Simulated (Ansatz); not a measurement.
Reaction (formal exchange of groups at a C–Si bond): `C[SiH](O)O[SiH](O)O` + `FC[SiH3]` → `CC(F)[SiH3]` + `O[SiH2]O[SiH](O)O`

Gas-phase electronic energies from Ansatz, PBE0-D4/def2-TZVP geometries. CBS: MP2 limit from def2 TZ/QZ plus the TZ coupled-cluster correction, frozen cores. Functionals use def2-TZVPP. Each species was taken in one conformer, which may not be the lowest.

```json
{"level": "PBE", "ΔE (kJ/mol)": "43.0"}
{"level": "PBE0", "ΔE (kJ/mol)": "43.7"}
```

Q: What does CCSD(T)/CBS give? (Best estimate.)

A: Computed: +41.7 kJ/mol. The listed levels differ from it by 1.3, 2.0 kJ/mol.

Largest T1 diagnostic among the species: 0.012.
